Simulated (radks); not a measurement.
Question: These are the eigenvalues of the occupied orbitals of an atom or ion with whole-number occupations (eV). Calculated with a radial shooting solver on a logarithmic mesh with Libxc functionals: scalar-relativistic Kohn-Sham, BLYP, spin-polarised, spherical densities, finite nucleus; Fermi nuclear charge, rms radius of each element as measured or else 0.836 A^(1/3) + 0.57 fm.

orbital  eigenvalue
1s up     -3216.211
1s down   -3215.898
2s up     -386.5863
2s down   -386.2904
2p up     -320.2770
2p down   -319.8664
3s up      -99.3684
3s down    -97.2274
3p up      -82.8489

Which element is it, and in what charge state? The configuration may be excited. Open shells, if any, are filled with parallel spins first.

Answer: Z = 18, argon, charge +5: Ar5+ in [Ne] 3s2 3p1. The list shows which subshells hold electrons but not how many an open one holds; the 1s level, -118.19 hartree, gives Z - s = 15.4 by -(Z - s)^2/2, which with screening and relativity narrows Z to a few neighbours, and the depths of the outer levels then fix element, charge and occupations together.
